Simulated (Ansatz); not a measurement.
Molecule: Al₂ (charge 0, triplet). 
Coordinates optimised at B3LYP-D3(BJ)/def2-TZVP (Ansatz, a first-principles code):
```xyz
2

Al     0.0000     0.0000    -1.3777
Al     0.0000     0.0000     1.3777
```
Charge 0, spin multiplicity 3.

Basis-set convergence of Hartree-Fock and MP2 correlation energies (hartree) with Ansatz. Correlated levels leave the core frozen unless marked. Open shells are spin-unrestricted. No spin-orbit coupling. Non-relativistic.

| basis | functions | E(HF) | E(corr, MP2) |
|---|---|---|---|
| aug-cc-pV(D+d)Z | 64 | -483.77706 | -0.07952 |
| aug-cc-pV(T+d)Z | 110 | -483.78816 | -0.09214 |
| aug-cc-pV(Q+d)Z | 178 | -483.79061 | -0.09724 |

Extrapolating the two largest sets (X = 3 and 4) as X^-3: E(corr) = (64·(-0.09724) - 27·(-0.09214))/37 = -0.1010 Eh, an estimate of the basis-set limit. The largest set recovers 96.3 % of it, the smallest 78.8 %.
